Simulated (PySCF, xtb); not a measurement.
SeCl, SMILES Cl[Se], multiplicity 2.

Harmonic wavenumbers (cm⁻¹) from xtb with GFN2-xTB at its own minimum, in rising order: 402.

**Question.** What does B3LYP-D3(BJ)/def2-TZVP (PySCF) give at its own minimum? (Estimate from the structure and the level; the computed values follow.)

**Answer.** 432. Paired by order, the mean absolute difference is 30 cm⁻¹ and the zero-point energies are 0.6 and 0.6 kcal/mol.
